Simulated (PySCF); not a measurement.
Polarisability and C₆ of Au (gold, neutral)

[Xe] 4f14 5d9 6s2, 2D determinant (an excited configuration). All numbers are calculated (PySCF 2.14, a scalar-relativistic core potential, in aug-cc-pVTZ-PP with one added diffuse shell each of s, p, d, f, g type with ECP60MDF (7s7p6d4f3g, 113 functions)). Coupled (time-dependent) response in atomic units; α is the mean over directions.

```json
{"method": "UHF", "mean α (bohr³)": "49.65", "α xx, yy, zz": "49.99, 49.99, 48.98", "C₆ (like pair)": "512.8", "S(−4)": "997.0"}
{"method": "PBE", "mean α (bohr³)": "38.95", "α xx, yy, zz": "38.91, 38.91, 39.03", "C₆ (like pair)": "396.0", "S(−4)": "510.9"}
```

S(−4) is the Cauchy moment in α(ω) = α(0) + S(−4) ω² + …

Spin-orbit coupling is absent.

α(iu) at UHF:

| u (hartree) | α(iu) (bohr³) |
| --- | --- |
| 0 | 49.65 |
| 0.0500 | 47.31 |
| 0.100 | 41.76 |
| 0.200 | 29.80 |
| 0.300 | 21.61 |
| 0.500 | 13.22 |
| 0.750 | 8.649 |
| 1.00 | 6.308 |
| 1.50 | 3.910 |
| 2.00 | 2.692 |
| 3.00 | 1.502 |
| 5.00 | 0.6534 |

A single London oscillator, α(iu) = α/(1 + u²/ω²), gives C₆ = (3/4) ω α². Matching the computed C₆ needs ω = 4 × 512.8 / (3 × 49.65²) = 0.277 hartree.

The components differ because the open shell of this determinant is not spherical; for a pure term their mean is the scalar polarisability.

Energies and moments cover only the electrons outside the core potential. Spin-orbit coupling, absent here, splits the open shell strongly.
